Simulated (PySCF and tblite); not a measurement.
The numbers below are computed, except where a source is named.
C7H12O, numbered as in [CH3:1][CH:2]1[CH2:3][CH2:4][C:5](=[O:6])[CH2:7][CH2:8]1. Free energies: PBE0-D3(BJ)/pcSseg-1 on GFN2-xTB structures plus GFN2-xTB thermal terms, symmetry and mirror images included. Conformers within 2.5 kcal/mol (GFN2-xTB free energy) were kept, 5 at most. GIAO shieldings: PBE0/pcSseg-1. Shifts are against TMS (¹H), TMS (¹³C) at the same level; of two unlike H on one atom, a is the less shielded. Codes: tblite and PySCF.

The 6-ring runs over atoms 2–3–4–5–7–8. Of a mirror pair one member is shown.

```
conformer                                                        shape  point group  mirror pair  ΔE(DFT)  Δ(G−E) at 250 K  δ H3b/H8b (ppm)
        1                   6-ring chair (all substituents equatorial)           Cs           no     0.00             0.00             1.31
        2                                      6-ring chair (C1 axial)           Cs           no     1.00             0.17             1.87
        3  6-ring twist-boat (ring torsions -63, 28, 32, -63, 28, 32°)           C1          yes     3.44            -0.08             1.31
```

Energies in kcal/mol; the thermal term leaves out symmetry numbers and mirror images.

Q: Work out the weights at 250 K and the ¹H shift of H3b/H8b under fast exchange.

A: RT = 0.497 kcal/mol. Each conformer gets RT ln(σ/g), with σ the rotational symmetry number and g = 2 for a mirror pair: 1: σ = 1, g = 1, G = 0.00 + 0.00 + 0.00 = 0.00, 0.00 above the lowest, exp(−ΔG/RT) = 1.000; 2: σ = 1, g = 1, G = 1.00 + 0.17 + 0.00 = 1.17, 1.17 above the lowest, exp(−ΔG/RT) = 0.095; 3: σ = 1, g = 2, G = 3.44 − 0.08 − 0.34 = 3.01, 3.01 above the lowest, exp(−ΔG/RT) = 0.002. The sum is 1.097, so the weights are 91.2, 8.6, 0.2 %. The averaged shift is 1.36 ppm. At 298.15 K it is 1.38 ppm. At 298.15 K the leading conformer alone gives 1.31 ppm and bare DFT energies give 1.40 ppm.
